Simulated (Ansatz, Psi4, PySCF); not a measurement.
CHN, charge +1, doublet, geometry from GFN2-xTB (a state made from the parent by changing its charge; the spin is typed, not shown lowest). Base run: PBE0/aug-cc-pVDZ (PySCF).

Geometry (Å):
```xyz
3

C      0.0000     0.0000    -0.4831
N      0.0000     0.0000     0.6417
H      0.0000     0.0000    -1.5929
```
Charge +1, spin multiplicity 2.
Orbitals are unrestricted.
All else is at PySCF's defaults.

The same geometry, method and basis name were run in Ansatz (a first-principles code) and Psi4 and PySCF, at each program's defaults and at the settings that a row names. The base is PySCF at its defaults. Differences at the defaults can come from grids, fitting, cores and function types together. The rows with settings made alike still differ; the cause (another SCF solution, basis table, core potential or functional code) wasn't traced.

| code and settings | ΔE vs base (mEh) | basis functions | E (Eh) | SCF cycles |
|---|---|---|---|---|
| PySCF, defaults (exact integrals, its default grid, spherical functions) | 0.000 | 55 | -92.81147 | 10 |
| Psi4, defaults (density fitting with its default set, its default grid, spherical functions) | 3.223 | 55 | -92.80824 | 9 |
| Ansatz, defaults (factorised integrals, its default grid, spherical functions) | -0.462 | 55 | -92.81193 | - |
| PySCF, density fitting with def2-universal-jkfit | -0.006 | 55 | -92.81147 | 10 |
| PySCF, fine grid | 0.000 | 55 | -92.81147 | 10 |
| Psi4, exact integrals, spherical functions, fine grid | 3.191 | 55 | -92.80828 | 12 |
| Ansatz, high accuracy | -0.466 | 55 | -92.81193 | - |

Open shells are given as the SCF converged; they aren't shown to be the lowest states, and a large step between rows can be another state.
